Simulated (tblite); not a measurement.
Species: C6H5BrO3.
Atom-mapped SMILES: `[CH3:1][O:2][c:3]1[cH:4][cH:5][o:6][c:7]1[C:8](=[O:9])[Br:10]` (hydrogens: H11, H12, H13 on C1; H14 on C4; H15 on C5)

Structure used (GFN2-xTB), in Å, numbered top down from 1:
```
atom  x, y, z in Å
C1    -2.3270   -0.7512    0.1749
O2    -0.9475   -1.0631    0.1795
C3    -0.0978   -0.0555    0.0053
C4    -0.3401    1.3243   -0.2021
C5     0.8927    1.9034   -0.3195
O6     1.8669    1.0154   -0.2056
C7     1.2939   -0.1991   -0.0052
C8     2.0741   -1.3777    0.1595
O9     1.7359   -2.5020    0.3365
Br10   4.0081   -0.9584    0.0639
H11   -2.5767   -0.0569    0.9822
H12   -2.8427   -1.6958    0.3335
H13   -2.6316   -0.3224   -0.7840
H14   -1.2867    1.8209   -0.2567
H15    1.1742    2.9258   -0.4840
```

Method: GFN2-xTB as coded in tblite; computed harmonic values from a numerical Hessian at the method's own geometry, unscaled. This tight-binding method is rough: wavenumbers can miss measured ones by several per cent, in bad cases by 10 to 20. One conformer, not necessarily the lowest.

Harmonic wavenumbers (cm⁻¹): 44.2, 96.8, 112.5, 151.2, 172.1, 191.7, 268.6, 322.3, 322.8, 460.0, 544.8, 551.1, 606.4, 653.7, 671.3, 777.7, 804.5, 812.6, 885.7, 1016.5, 1085.0, 1104.8, 1119.2, 1148.6, 1186.4, 1260.6, 1290.2, 1395.1, 1404.0, 1460.6, 1465.2, 1489.9, 1548.3, 1821.0, 2952.2, 2962.2, 3043.1, 3164.3, 3193.8.

A = 2068, B = 548.3, C = 434.6 MHz; mass 203.942 u (most abundant isotopes); point group Cs, symmetry number 1.

What is the zero-point energy?

½Σν̃ = 21780 cm⁻¹ = 62.27 kcal/mol.

Give the ideal-gas entropy at 500 K and 1 bar in the rigid-rotor, harmonic-oscillator model (classical rotation).

Translation 44.44, rotation 32.40, vibration 45.68: S = 122.5 cal/(mol K).

And Cp and H(500 K) − H(0)?

Cp = 50.42 cal/(mol K), of which vibrations give 42.47 (their classical limit is 39 R = 77.5); H(500 K) − H(0) = 15.51 kcal/mol without the zero-point energy, 11.53 from vibrations.

What must be added to the electronic energy to get the Gibbs energy at 500 K and 1 bar?

ZPE + [H(500 K) − H(0)] − T·S = 62.27 + 15.51 − 61.26 = 16.52 kcal/mol.

Blend soft modes into free rotors: weight 1/[1 + (100 cm⁻¹/ν̃)⁴] for the oscillator and the rest for a rotor with moment μB/(μ + B), μ = h/(8π²ν), B = 10⁻⁴⁴ kg m². What vibrational entropy results?

42.66 cal/(mol K) in place of 45.68, which changes −T·S at 500 K by +1.51 kcal/mol.

How do the functions run with temperature in this model?

| T (K) | S (cal/(mol K)) | Cp (cal/(mol K)) | H − H(0) (kcal/mol) | G − H(0) (kcal/mol) | ln q(vib) |
| --- | --- | --- | --- | --- | --- |
| 100 | 72.1 | 18.6 | 1.28 | -5.92 | 1.58 |
| 200 | 87.8 | 27.5 | 3.60 | -13.95 | 4.11 |
| 300 | 100.5 | 36.0 | 6.78 | -23.38 | 6.60 |
| 800 | 149.4 | 63.4 | 32.79 | -86.69 | 17.99 |
| 1000 | 164.1 | 68.7 | 46.03 | -118.07 | 21.98 |

q(vib) and H(0) count from the zero-point level.

Which modes carry the vibrational entropy at 500 K?

44.2 cm⁻¹: 6.09; 96.8 cm⁻¹: 4.53; 112.5 cm⁻¹: 4.24; 151.2 cm⁻¹: 3.66; 172.1 cm⁻¹: 3.40; 191.7 cm⁻¹: 3.19 cal/(mol K); the other 33 give 20.57 together.

Hindered rotation and anharmonicity are outside this model. Other conformers, if any are populated, would add a mixing term that is left out.
